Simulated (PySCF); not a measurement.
**[NiF(H2O)5]+: what the settings change**

[NiF(H2O)5]+: Ni(II) (d8), charge +1. The structure is a PBE0-D3(BJ)/def2-SVP geometry optimised for multiplicity 3; coordination octahedral, point group Cs, metal–donor distances 1.91–2.09 Å.

```
17

Ni    0.000    0.000    0.000
F     0.000    0.006    1.907
O     0.000   -0.007   -2.037
H     0.784    0.008   -2.598
H    -0.784    0.008   -2.598
O     2.069    0.020   -0.066
H     2.388    0.806    0.401
H     2.415   -0.729    0.438
O    -2.069    0.020   -0.066
H    -2.388    0.806    0.401
H    -2.415   -0.729    0.438
O     0.000    2.022    0.537
H     0.000    1.772    1.485
H     0.000    2.975    0.408
O     0.000   -2.015    0.520
H     0.000   -1.809    1.476
H     0.000   -2.962    0.351
```

Method (PySCF 2.14, density fitting): CASSCF(8,5) with orbitals averaged over all microstates of the shell, strongly contracted NEVPT2 on the averaged canonical orbitals; basis x2c-TZVPall on the metal, x2c-SVPall elsewhere; spin-free X2C; gas phase; spin-orbit coupling by state interaction with the mean-field operator over all roots.

Base run: NEVPT2 ground state 3A' (from 3A2g), next 3A'' (from 3T2g) at 7464, then 3A' (from 3T2g) at 7824 cm⁻¹, 10Dq(CASSCF) 6487, B(CASSCF) 1279, ζ 651 cm⁻¹, D 7.34 cm⁻¹, g 2.239 2.288 2.308, μeff(300 K) 3.30 μB.

Task: What happens with the basis x2c-TZVPall on all atoms?

Result: NEVPT2 ground state 3A' (from 3A2g), next 3A'' (from 3T2g) at 7348, then 3A' (from 3T2g) at 7648 cm⁻¹, 10Dq(CASSCF) 6440, B(CASSCF) 1279, ζ 651 cm⁻¹, D 7.66 cm⁻¹, g 2.241 2.294 2.312, μeff(300 K) 3.31 μB. It took 68 s against 27 s on a shared host of the same kind.

Task: What happens with orbitals averaged over the highest spin alone?

Result: NEVPT2 ground state 3A' (from 3A2g), next 3A'' (from 3T2g) at 7346, then 3A' (from 3T2g) at 7693 cm⁻¹, 10Dq(CASSCF) 6481, B(CASSCF) 1283, ζ 653 cm⁻¹, D 7.44 cm⁻¹, g 2.244 2.294 2.313, μeff(300 K) 3.31 μB.

NEVPT2 lifts 3A' (from 3T2g) from 6086 to 7824 cm⁻¹; on the d shell alone it tends to overshoot states that fill the eg-type orbitals.
